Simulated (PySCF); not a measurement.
The scaffold SiH2Cl-X carries different groups X. Isolated molecules, 0 K electronic values unless said otherwise. One relaxed conformer stands for each flexible species; it need not be the lowest. Strings in code marks are SMILES.

All values below come from PBE0-D4/def2-TZVP (PySCF). Delta-SCF ions had no search for a lower state. Excitations are Tamm–Dancoff values on a coarser integration grid. The basis has no diffuse functions, so Rydberg states are missing or too high.

| species | vertical ionisation energy (Delta-SCF) (eV) | S1 oscillator strength | T1 excitation (TDA) (eV) | S1–T1 gap (TDA) (eV) |
|---|---|---|---|---|
| X = H | … | 0.008 | 6.96 | 0.44 |
| X = methyl (`C[SiH2]Cl`) | … | … | 7.22 | 0.47 |
| X = silyl | 10.23 | 0.016 | 5.52 | 0.80 |
| X = cyclopropyl | 10.31 | 0.011 | 7.08 | 0.38 |
| X = methylamino (`CN[SiH2]Cl` (C–N–Si–Cl torsion 69°)) | 9.44 | 0.008 | 6.06 | 0.40 |
| X = AlH2 (`Cl[SiH2][AlH2]`) | … | … | 3.27 | … |

Task: Some entries are withheld; supply them.

Result: 
- X = H, vertical ionisation energy (Delta-SCF) (eV): 11.46
- X = methyl (`C[SiH2]Cl`), vertical ionisation energy (Delta-SCF) (eV): 10.95
- X = methyl (`C[SiH2]Cl`), S1 oscillator strength: 0.008
- X = AlH2 (`Cl[SiH2][AlH2]`), vertical ionisation energy (Delta-SCF) (eV): 9.56
- X = AlH2 (`Cl[SiH2][AlH2]`), S1 oscillator strength: 0.015
- X = AlH2 (`Cl[SiH2][AlH2]`), S1–T1 gap (TDA) (eV): 0.74
